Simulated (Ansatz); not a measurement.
The cluster Cu2O2 was relaxed with PBE0-D4 (def2-SVP) in Ansatz in these states: neutral quintet, neutral triplet. The geometries follow in no particular order.

A:

Cartesian coordinates in Å:
```
Cu -0.332 1.057 -0.359
Cu 0.333 -1.056 0.359
O -0.160 0.412 1.360
O 0.159 -0.412 -1.360
```

B:

```
atom   x (Å)   y (Å)   z (Å)
 Cu1   0.604   1.178   0.300
 Cu2  -0.545  -1.210  -0.283
  O3   1.054  -0.582   0.305
  O4  -1.113   0.615  -0.322
```

Question: Judge from the bond lengths which geometry belongs to which state (an estimate).

Answer: A is the neutral triplet (Cu1–Cu2 2.329 Å, Cu1–O4 1.844 Å, Cu2–O4 1.844 Å); B is the neutral quintet (Cu1–Cu2 2.714 Å, Cu1–O4 1.912 Å, Cu2–O4 1.912 Å).

At PBE0-D4/def2-TZVP a broken-symmetry singlet lies 0.22 eV below the neutral triplet. At PBE0-D4/def2-TZVP a broken-symmetry singlet lies 2.25 eV below the neutral quintet. These are the stationary points nearest to one start from a short search; other shapes may lie lower in each state.
